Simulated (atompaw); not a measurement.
## Mg (Z = 12) PAW (atompaw): all-electron and pseudo phase curves

```
Element                 : Mg
Generator               : atompaw 4.2.0.5
Type                    : PAW
Functional              : PBE
Relativity              : non-relativistic
Frozen core             : [Ne]
Valence charge          : 2
Reference configuration : 3s0.5 3p0 (charge +1.5)
Partial waves           : 3s (bound): rc 3.00 bohr; 3s channel at -0.55 Ry: rc 2.60 bohr; 3p (bound, empty): rc 3.00 bohr; 3p channel at 3.6 Ry: rc 3.00 bohr; 3d channel at 0.3 Ry: rc 3.00 bohr; 3d channel at 1.05 Ry: rc 3.00 bohr
Local potential         : bessel scheme, radius 2.65 bohr
Core correction         : smooth core density matched at 1.70 bohr
Augmentation charge     : sinc compensation charge, radius 2.45 bohr; PAW radius 3.00 bohr; waves and projectors: modrrkj vanderbiltortho
```

The phase is arctan(r·u′/u) with u = r·R(r), unwrapped; energies in Ry, scanned from -3 to 5 Ry. A pole is an energy at which the radial function vanishes at the test radius. The pseudo phase is shifted by a multiple of π to meet the all-electron one at the reference energy, and phase errors are pseudo minus all-electron; the curves can meet again beyond the range given. Levels narrower than the energy grid can be missing from the lists of poles. n/a: not evaluated, since a narrow level or a reset projector energy made the automatic matching unsafe.

```json
{"channel": "s", "radius (bohr)": "3.00", "reference energy (Ry)": "-1.10", "poles, all-electron": "-0.24", "poles, pseudo": "-0.23", "unbroken range about the reference energy with phases within 0.05 rad": "below 0.8", "phase error 1 Ry above the reference energy (rad)": "+0.005"}
{"channel": "p", "radius (bohr)": "3.00", "reference energy (Ry)": "-0.75", "poles, all-electron": "0.42", "poles, pseudo": "0.41", "unbroken range about the reference energy with phases within 0.05 rad": "the whole range", "phase error 1 Ry above the reference energy (rad)": "-0.002"}
{"channel": "d", "radius (bohr)": "3.00", "reference energy (Ry)": "0.30", "poles, all-electron": "1.05", "poles, pseudo": "-2.68, 3.56", "unbroken range about the reference energy with phases within 0.05 rad": "n/a", "phase error 1 Ry above the reference energy (rad)": "n/a"}
```

Phases in the p channel:

| E (Ry) | all-electron | pseudo |
| --- | --- | --- |
| -3.00 | 1.329 | 1.328 |
| -2.52 | 1.291 | 1.290 |
| -2.04 | 1.228 | 1.227 |
| -1.56 | 1.100 | 1.099 |
| -1.08 | 0.688 | 0.687 |
| -0.60 | -0.792 | -0.793 |
| -0.12 | -1.385 | -1.387 |
| 0.36 | -1.557 | -1.560 |
| 0.84 | -1.656 | -1.659 |
| 1.32 | -1.749 | -1.754 |
| 1.80 | -1.885 | -1.894 |
| 2.28 | -2.233 | -2.254 |
| 2.76 | -3.538 | -3.562 |
| 3.24 | -4.308 | -4.309 |
| 3.72 | -4.508 | -4.508 |
| 4.20 | -4.598 | -4.598 |
| 4.68 | -4.651 | -4.653 |
